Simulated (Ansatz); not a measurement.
Mulliken charges of CHCl2F3OSi (`FC(F)(F)O[SiH](Cl)Cl`) from ωB97M-V/def2-TZVPP in Ansatz (PBE0-D4/def2-TZVP geometry).

```csv
atom,x (Å),y (Å),z (Å),charge (e)
F1,0.423,-1.659,1.346,-0.153
C2,0.381,-0.331,1.289,0.549
F3,1.235,0.149,2.180,-0.150
F4,-0.854,0.049,1.650,-0.173
O5,0.702,0.116,0.069,-0.297
Si6,-0.289,0.433,-1.217,0.516
Cl7,-1.407,-1.198,-1.652,-0.152
Cl8,0.973,0.866,-2.733,-0.146
H9,-1.164,1.575,-0.932,0.005
```

**Question.** By hand: the dipole of these point charges (1 e Å = 4.8032 D).

**Answer.** Σ q r = (-0.185, 0.294, -0.114) e Å, of length 0.366 e Å = 1.76 D.

**Question.** How does the dipole of the full density compare? (Estimate.)

**Answer.** Ansatz gave: (-0.127, 0.174, -0.168) e Å, 1.31 D; the point charges give 1.34 times that, at 20° from its direction.

Point charges leave out the atoms' own dipoles, such as those of lone pairs, and Mulliken's split depends on the basis, so the two needn't agree.
